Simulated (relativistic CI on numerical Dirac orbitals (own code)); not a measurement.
## Au⁵⁷⁺: q coefficients and field-shift factors

Method of calculation: Dirac-Coulomb-Breit CI, KLI orbitals optimised for each configuration, derivatives by finite differences, unscaled Slater integrals, QED left out (own radial code, finite nucleus).

CI space (outside the closed core [Ne] 3s2): 3p6 3d4, 3p5 3d5, 3p4 3d6, 3p6 3d3 4p, 3p6 3d2 4s2, 3p6 3d2 4s 4p. Levels of other configurations are missing.

With x = (α/α₀)² − 1 an excitation energy changes as ω = ω₀ + qx; K = 2q/ω₀ is the relative enhancement. Terms are leading LS components, so labels can repeat. The field-shift factor is F = δν/δ⟨r²⟩ for the transition from the lowest level.

Lowest level 3p6 3d4 3P_0.

```tsv
Level	ω₀ (cm⁻¹)	q (cm⁻¹)	F (GHz/fm²)
3p6 3d4 5D_1	721822	813800	25.9
3p6 3d4 3F_4	827469	796200	26.5
3p6 3d4 5D_2	861474	827300	27.3
3p6 3d4 3F_3	891238	820500	27.4
3p6 3d4 5D_0	1521790	1.628e+06	52.4
3p6 3d4 5D_2	1521827	1.607e+06	51.8
3p6 3d4 3H_4	1545716	1.615e+06	52.4
3p6 3d4 5D_3	1566317	1.623e+06	52.6
3p6 3d4 3H_5	1595122	1.6e+06	52.6
3p6 3d4 1I_6	1619139	1.59e+06	52.7
3p6 3d4 3D_1	1648125	1.634e+06	53.5
3p6 3d4 3F_3	1671454	1.606e+06	53.1
3p6 3d4 3G_4	1676410	1.61e+06	53.4
```

At this charge energies of transitions that change n are usually good to better than 1 %, and those within a shell (Δn = 0) to a few per cent.

Task: Which transition from the lowest level has the largest |K|?

Result: 3p6 3d4 5D_1 at 721822 cm⁻¹, K = 2.25.
